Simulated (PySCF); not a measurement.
C6H7, SMILES [C]1=CCCC=C1 (connectivity only; charge and spin as stated), charge +1, multiplicity 1.

Geometry optimised at ωB97X-D3(BJ)/def2-SVP. The multiplicity is an assumed one; no other spin state was optimised. The isomer is the one that the SMILES or the coordinates give; other isomers of the formula were not compared. The values are those of a single conformer.

Two levels are set side by side: PBE/def2-TZVP (PySCF) and PBE0/def2-TZVP (PySCF). Same geometry, gas phase. Differences are taken from unrounded values.

```csv
quantity,PBE0,PBE,PBE minus PBE0
orbital gap (eV),4.05,2.00,-2.05
highest occupied level (eV),-12.78,-11.71,1.07
lowest empty level (eV),-8.73,-9.71,-0.98
mean polarisability (bohr³),61.0,62.1,1.1
```

PBE's occupied levels lie high since its potential decays too fast outside the molecule; exact exchange lowers them and widens the gap. Differences between two approximate levels are no errors against the true value.

Rough cost on one machine, each run with all the roots and properties that it gave: PBE0 against PBE within a factor of 2.
